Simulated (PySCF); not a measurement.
An equivalent PySCF input for Fe³⁺ (iron, charge +3), [Ar] 3d5, high-spin 6S determinant, with scalar relativity by spin-free X2C-1e:

```python
from pyscf import gto, scf, dft, mp, cc
import basis_set_exchange as bse
mol = gto.M(atom="Fe 0 0 0", charge=3, spin=5, symmetry="D2h",
            basis=gto.basis.parse(bse.get_basis("x2c-TZVPall", elements=["Fe"], fmt="nwchem", header=False)),
            nucmod="G")
mf = dft.UKS(mol, xc="M062X").sfx2c1e()
mf.irrep_nelec = {'Ag': (5, 3), 'B1g': (1, 0), 'B2g': (1, 0), 'B3g': (1, 0), 'B1u': (2, 2), 'B2u': (2, 2), 'B3u': (2, 2)}
mf.kernel()
```

It reaches the same state as the run whose output follows, with an energy that differs only through the grid. The run itself started from symmetry-adapted Hartree-Fock orbitals and held the occupation by maximum overlap, on a logarithmic radial grid, so the iterations belong to that start.

```
SCF conv_tol = 1e-09
number electrons alpha = 14  beta = 9
XC functionals = M062X
    Y. Zhao and D. G. Truhlar.,  Theor. Chem. Acc. 120, 215 (2008)
    Y. Zhao and D. G. Truhlar.,  Theor. Chem. Acc. 120, 215 (2008)
cycle= 1 E= -1270.59333232368  delta_E= -0.00203  |g|= 0.00652  |ddm|= 0.0577
cycle= 2 E= -1270.59333991266  delta_E= -7.59e-06  |g|= 0.00196  |ddm|= 0.00379
cycle= 3 E= -1270.59334038542  delta_E= -4.73e-07  |g|= 0.000863  |ddm|= 0.00113
cycle= 4 E= -1270.59334051146  delta_E= -1.26e-07  |g|= 3.59e-05  |ddm|= 0.000323
cycle= 5 E= -1270.59334051169  delta_E= -2.34e-10  |g|= 8.97e-07  |ddm|= 2.24e-05
converged SCF energy = -1270.59334051169  <S^2> = 8.7510338  2S+1 = 6.0003446
```
